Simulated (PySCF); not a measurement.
# Spin-rotation constants: `InChI=1S/C4H8O3Si/c1-2-4-3-6-8(5)7-4/h2,4-5,8H,1,3H2/t4-,8-/m1/s1`

Molfile (atoms numbered from 1):
```
C4H8O3Si
     RDKit          3D

 16 16  0  0  0  0  0  0  0  0999 V2000
    2.1157    0.9503   -0.5288 C   0  0  0  0  0  0  0  0  0  0  0  0
    1.7596   -0.2341   -0.0722 C   0  0  0  0  0  0  0  0  0  0  0  0
    0.4680   -0.5225    0.6359 C   0  0  2  0  0  0  0  0  0  0  0  0
   -0.4236   -1.4577   -0.2477 C   0  0  0  0  0  0  0  0  0  0  0  0
   -1.6137   -0.7952   -0.5358 O   0  0  0  0  0  0  0  0  0  0  0  0
   -1.5647    0.7804   -0.0822 Si  0  0  1  0  0  4  0  0  0  0  0  0
   -2.8937    1.3344    0.6339 O   0  0  0  0  0  0  0  0  0  0  0  0
   -0.2711    0.6301    0.9091 O   0  0  0  0  0  0  0  0  0  0  0  0
    1.4827    1.8100   -0.3912 H   0  0  0  0  0  0  0  0  0  0  0  0
    3.0494    1.1042   -1.0415 H   0  0  0  0  0  0  0  0  0  0  0  0
    2.3906   -1.1044   -0.1961 H   0  0  0  0  0  0  0  0  0  0  0  0
    0.6867   -1.0088    1.5961 H   0  0  0  0  0  0  0  0  0  0  0  0
   -0.6598   -2.3912    0.2709 H   0  0  0  0  0  0  0  0  0  0  0  0
    0.0941   -1.6920   -1.1838 H   0  0  0  0  0  0  0  0  0  0  0  0
   -1.3717    1.6865   -1.1919 H   0  0  0  0  0  0  0  0  0  0  0  0
   -3.2561    0.9188    1.4141 H   0  0  0  0  0  0  0  0  0  0  0  0
  1  2  2  0
  2  3  1  0
  3  4  1  0
  4  5  1  0
  5  6  1  0
  6  7  1  0
  6  8  1  0
  8  3  1  0
  1  9  1  0
  1 10  1  0
  2 11  1  0
  3 12  1  1
  4 13  1  0
  4 14  1  0
  6 15  1  6
  7 16  1  0
M  END
```

Method: PySCF 2.14.0, GIAO wB97X-D/pcSseg-1 magnetisability, rotational g tensor and spin-rotation constants, non-relativistic, gas phase. Geometry: GFN2-xTB.

Q: Give the nuclear spin-rotation constants along the inertial axes (H = +C I·J) beside the isotropic shieldings.

A: Rotational constants 3.4314, 1.3259, 1.1092 GHz. A star marks the isotopologue with that one atom substituted, in its own axes.
| atom | isotope | Caa (kHz) | Cbb (kHz) | Ccc (kHz) | mean (kHz) | σ (ppm) |
| --- | --- | --- | --- | --- | --- | --- |
| H9 | 1H | 0.025 | -0.014 | -0.129 | -0.039 | 26.1 |
| H10 | 1H | 0.166 | -0.129 | -0.085 | -0.016 | 26.3 |
| H11 | 1H | 0.068 | -0.028 | -0.131 | -0.030 | 25.8 |
| H12 | 1H | -0.318 | -0.131 | 0.060 | -0.130 | 27.0 |
| H13 | 1H | -0.371 | 0.017 | -0.054 | -0.136 | 27.5 |
| H14 | 1H | -0.227 | -0.108 | -0.009 | -0.115 | 28.1 |
| H15 | 1H | -0.316 | -0.078 | 0.011 | -0.127 | 27.6 |
| H16 | 1H | -0.310 | -0.149 | -0.028 | -0.162 | 29.4 |
| C1 | 13C* | 1.475 | 0.370 | 0.188 | 0.677 | 68.3 |
| C2 | 13C* | 1.684 | 0.425 | 0.237 | 0.782 | 37.3 |
| C3 | 13C* | 0.727 | 0.282 | 0.276 | 0.428 | 113.4 |
| C4 | 13C* | 0.632 | 0.319 | 0.259 | 0.403 | 116.5 |
| O5 | 17O* | -0.479 | -0.051 | -0.099 | -0.209 | 288.1 |
| Si6 | 29Si* | -1.987 | -0.768 | -0.667 | -1.141 | 387.7 |
| O7 | 17O* | -0.297 | -0.137 | -0.096 | -0.177 | 283.5 |
| O8 | 17O* | -0.392 | -0.150 | -0.073 | -0.205 | 278.1 |

For the geometry as given, no vibrational averaging.

Q: How do the rotational constants and the g tensor change when H9, H10, H11, H12, H13, H14, H15, H16 are replaced by deuterium?

A: Constants 2.8994, 1.1833, 0.9898 GHz; g -0.0314, -0.0130, -0.0073, against -0.0369, -0.0141, -0.0086 before.
